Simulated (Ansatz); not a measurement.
C3H7O, charge -1, singlet, geometry from GFN2-xTB (a gas-phase anion, which may not be bound at this level); CCSD/cc-pVDZ (Ansatz, an electronic-structure program).

Ansatz was given this input:
Ansatz 0.2 input:
```yaml
crystal:
  periodic: [false, false, false]
  atoms:
    - {symbol: O, position_ang: [0.01823501, 1.37628744, -0.15362689]}
    - {symbol: C, position_ang: [-0.09424939, 0.01751935, 0.32858163]}
    - {symbol: H, position_ang: [0.90144779, 1.68636386, 0.08302539]}
    - {symbol: H, position_ang: [0.02709496, 0.11753802, 1.47927146]}
    - {symbol: C, position_ang: [-1.34913492, -0.60397912, -0.20855998]}
    - {symbol: C, position_ang: [1.14128104, -0.77163573, -0.13274807]}
    - {symbol: H, position_ang: [1.12211756, -0.86007510, -1.21725121]}
    - {symbol: H, position_ang: [-2.21575065, -0.09949866, 0.29577540]}
    - {symbol: H, position_ang: [2.07674729, -0.27977663, 0.16927314]}
    - {symbol: H, position_ang: [-1.37045637, -1.65452658, 0.19827109]}
    - {symbol: H, position_ang: [1.12553881, -1.77175148, 0.29700833]}
basis:
  gaussian:
    orbitals: cc-pVDZ
    fitting: {mean_field: cc-pVTZ-JKFIT, correlation: cc-pVTZ-RIFIT}
total_charge: -1
magnetization: {spin_polarized: false}
correlation: {method: ccsd}
```

Task: Write the output that Ansatz gives for this input, abridged.

Result: 
```
Functional definition: HF
526 factors; integrals over basis functions are off by at most 9.6e-2 eV
534 factors; integrals over basis functions are off by at most 1.4e-2 eV
mean field evaluation 1: about -5233.3127 eV, gradient 3.2e1 eV
mean field evaluation 2: about -5235.8024 eV, gradient 1.3e1 eV
mean field evaluation 4: about -5236.2421 eV, gradient 6.7e-1 eV
mean field evaluation 8: about -5233.3123 eV, gradient 3.2e1 eV
mean field -5236.24443864 eV, -192.4284338661 hartree, gradient 1.5e-6 eV, S^2 0.000000; 0 other end points of the search recorded, 0 dependent functions left out
4 core orbitals not correlated
reference -5236.24443864 eV, -192.4284338661 hartree; 13, 13 occupied and 74, 74 virtual orbitals, 534 factors
second order -17.27940390 eV of doubles, -0.00000000 eV of singles
cycle   1  -18.00057844 eV  change   -7.2e-1 eV  update   8.8e-2
cycle   2  -18.44814180 eV  change   -4.5e-1 eV  update   2.5e-2
cycle   3  -18.53945272 eV  change   -9.1e-2 eV  update   1.4e-2
cycle   4  -18.53858010 eV  change    8.7e-4 eV  update   4.7e-3
cycle   5  -18.53823371 eV  change    3.5e-4 eV  update   3.0e-3
cycle   6  -18.53851900 eV  change   -2.9e-4 eV  update   1.4e-3
cycle   7  -18.53784879 eV  change    6.7e-4 eV  update   5.1e-4
cycle   8  -18.53778874 eV  change    6.0e-5 eV  update   1.8e-4
cycle   9  -18.53785822 eV  change   -6.9e-5 eV  update   7.4e-5
cycle  10  -18.53783917 eV  change    1.9e-5 eV  update   2.9e-5
Total energy: -5254.78227781 eV, -193.1096868903 hartree
```
